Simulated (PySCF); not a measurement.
## Diatomics of F with group 14

CCSD(T) with double-zeta basis sets in PySCF, for the lowest determinant that a PBE0 search found; no spin–orbit coupling. De refers to high-spin ground-configuration atoms.

| M | basis | reference, frozen orbitals | state (unpaired electrons) | Re (Å) | ωe (cm⁻¹) | De (eV) |
| --- | --- | --- | --- | --- | --- | --- |
| C | def2-SVPD | UHF, 2 | doublet (π ↑) | 1.287 | 1283 | 5.37 |
| Ge | def2-SVP | UHF, 10 | doublet (π ↑) | 1.761 | 688 | 4.73 |
| Sn | x2c-SVPall | UHF, 19 | doublet (π ↑) | 1.965 | 611 | 4.31 |
| Pb | def2-SVP | UHF, 5 | doublet (π ↑) | 2.069 | 549 | 3.90 |

(1) By what factor does the well depth vary along the series?

The rows differ in basis set, which adds steps of its own.

Down a group the atoms grow and get heavier, so bonds lengthen and wavenumbers fall; this series shows no clear exception.

Correlated steps freeze the inner cores (2 to 19 orbitals); shallow outer-core shells are correlated. Correlated levels converge slowly with the basis: in double zeta they bind strong bonds too weakly, by up to about 1 eV, and carry superposition errors of some tenths. These are scalar-relativistic numbers at best; spin–orbit coupling would shift them, the dissociation energy most. States were picked by a PBE0 search and need not be the measured ground states.

Results:

(1) At CCSD(T) it runs from 3.90 eV (PbF) to 5.37 eV (CF), a factor of 1.38.
